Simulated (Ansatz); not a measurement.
`C#CN[AsH][SiH3]` and `C#CN` differ in one atom or group.

Ansatz, PBE0-D4/def2-TZVP geometries, multiplicity 1. Each molecule was computed in one conformer, which needn't be the lowest.

Scalar relativity is left out up to krypton.

| property | `C#CN[AsH][SiH3]` |
| --- | --- |
| size of the dipole moment (PBE/def2-TZVPP) / D | 1.82 |
| ideal-gas entropy at 298 K and 1 bar (rigid rotor, harmonic PBE0-D4/def2-TZVP) / J/(mol·K) | 383 |
| LUMO energy (ωB97M-V/def2-TZVPP) / eV | 1.06 |
| HOMO–LUMO gap (PBE/def2-TZVPP) / eV | 3.46 |
| HOMO energy (ωB97M-V/def2-TZVPP) / eV | -8.45 |
| HOMO energy (PBE/def2-TZVPP) / eV | -5.18 |

Question: What does the change do to each property? (Estimate.)

Answer: The calculation gave: 
```
                                                                                  property  `C#CN`  shift
                                            size of the dipole moment (PBE/def2-TZVPP) / D    1.90   0.08
ideal-gas entropy at 298 K and 1 bar (rigid rotor, harmonic PBE0-D4/def2-TZVP) / J/(mol·K)     254   -129
                                                     LUMO energy (ωB97M-V/def2-TZVPP) / eV    2.21   1.15
                                                       HOMO–LUMO gap (PBE/def2-TZVPP) / eV    5.24   1.78
                                                     HOMO energy (ωB97M-V/def2-TZVPP) / eV   -8.77  -0.32
                                                         HOMO energy (PBE/def2-TZVPP) / eV   -5.28  -0.10
```

With PBE0 the HOMO falls by 0.20 eV and the LUMO rises by 1.64 eV, so the gap widens by about 1.84 eV. PBE moves the HOMO by -0.10 eV and ωB97M-V by -0.32 eV. The zero-point energy changes by -61.4 kJ/mol with -15 modes. Dipoles are sizes alone; their direction can turn. Modes under 60 cm⁻¹, often nearly free rotors, make the harmonic entropy too high.
